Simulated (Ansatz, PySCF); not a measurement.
Complex: CH5N (SMILES CN) (first 7 atoms) with CH2O2 (SMILES O=CO); geometry from B3LYP-D3(BJ)/def2-TZVP, rigid monomers moved along the line of their centres of mass till N2···H12 is 1.91 Å.
(charge 0, multiplicity 1):
```xyz
12

C     -0.28243     0.21700     0.09659
N      0.80153    -0.51392     0.77010
H      0.03996     1.24075    -0.09344
H     -1.14173     0.24602     0.76498
H     -0.59080    -0.23331    -0.85142
H      1.62336    -0.58020     0.18076
H      0.50019    -1.45765     0.98962
O     -1.00749    -0.79985     3.57511
C     -0.20734    -0.06178     4.10071
O      0.86572     0.45423     3.52878
H     -0.29388     0.26851     5.14678
H      0.92092     0.11882     2.56475
```

Monomers are frozen at their geometry in the pair; levels with a basis set take the counterpoise correction.

Frozen-core correlation.

Run with Ansatz (a program for electronic structure) with Gaussian orbitals; PySCF for the dispersion terms. Each number belongs to the level named beside it.

PBE/def2-TZVPPD gives -13.02 kcal/mol for the interaction energy.

Question: Predict the shift from PBE, with its sign, for: PBE-D3(BJ)/def2-TZVPPD, r2SCAN/def2-TZVPPD, PBE0/def2-TZVPPD, wB97M-V/def2-TZVPPD, MP2/aug-cc-pVDZ, CCSD(T)/aug-cc-pVDZ.

Answer: PBE-D3(BJ)/def2-TZVPPD -1.36; r2SCAN/def2-TZVPPD -0.73; PBE0/def2-TZVPPD -0.03; wB97M-V/def2-TZVPPD -0.41; MP2/aug-cc-pVDZ 0.43; CCSD(T)/aug-cc-pVDZ 0.76 kcal/mol. 2 of 6 lie above PBE; the widest gap is to PBE-D3(BJ)/def2-TZVPPD.
